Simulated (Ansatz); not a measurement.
(LiH)4 cube (Li₄H₄). Total charge 0; singlet. Geometry PBE-D4/def2-TZVP; atoms count from 1.

Cartesian coordinates in Å:
```
Li -1.1971 0.3972 0.8576
H 0.5094 0.3524 1.5220
Li 0.9943 1.1554 -0.0514
H -0.7279 1.3204 -0.6535
Li -0.4728 -0.3271 -1.4127
H -1.0712 -1.2449 0.0554
Li 0.6756 -1.2255 0.6065
H 1.2898 -0.4279 -0.9239
```

(1) Estimate the Mulliken populations from the PBE0/def2-TZVP orbitals of Ansatz.

Answers

(1) 
| atom | charge (e) |
| --- | --- |
| Li1 | 0.42 |
| H2 | -0.42 |
| Li3 | 0.42 |
| H4 | -0.42 |
| Li5 | 0.42 |
| H6 | -0.42 |
| Li7 | 0.42 |
| H8 | -0.42 |
Mulliken values and Mayer orders depend strongly on the basis.
